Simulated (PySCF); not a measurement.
# Predicted spectroscopic data

Calculated, not measured (PySCF 2.14): σ from GIAO-PBE0/pcSseg-1, geometry: GFN2-xTB. No solvent model, relativity neglected, rapidly exchanging positions averaged, one computed conformer.

Scale: 1H (31.72 ppm), 13C (186.93 ppm) against TMS (reference shieldings calculated alike). Splittings of carbon signals by F and P are missing where no couplings were computed. Where no couplings were computed, multiplicities follow the n + 1 count of equivalent neighbours, and m marks all less simple cases (inequivalent or close neighbours, rings, F or P nearby). Shifts are as computed. Against solution values, carbons near 30 ppm lie about +3 ppm off and those near 130 ppm about +5 ppm. Of 1211 compounds with measured shifts, 218 miss one by over three times the rms of a fit or turn the order of signals round; such compounds aren't used in these exercises.

Compound 1 (C$_{5}$H$_{6}$F$_{3}$NSi). 1H NMR (600 MHz, computed): δ 6.87 (m, 2H), 6.73 (m, 2H), 5.25 (m, 2H). 13C{1H} NMR (computed): δ 138.1, 127.4, 119.5. Structure: SMILES c1n([SiH2]C(F)(F)F)ccc1.

Compound 2 (C$_{4}$H$_{9}$PSi$_{2}$). 1H NMR (600 MHz, computed): δ 5.17 (m, 2H), 4.75 (m, 2H), 2.06 (s, 1H), 1.84 (m, 1H), 1.53 (s, 3H). 13C{1H} NMR (computed): δ 93.8 (C), 78.9 (CH), 25.9 (CH3), 18.4 (C). Structure: `C#CC1(C)[SiH2]P[SiH2]1`.

Compound 3 (CH$_{11}$OPSi$_{3}$). 1H NMR (600 MHz, computed): δ 5.50 (m, 1H), 5.50 (m, 1H), 5.08 (s, 3H), 4.50 (m, 1H), 0.64 (m, 2H), 0.49 (m, 3H). 13C{1H} NMR (computed): δ -5.3 (CH3). Structure: `C[Si@H](P)[SiH2]O[SiH3]`.
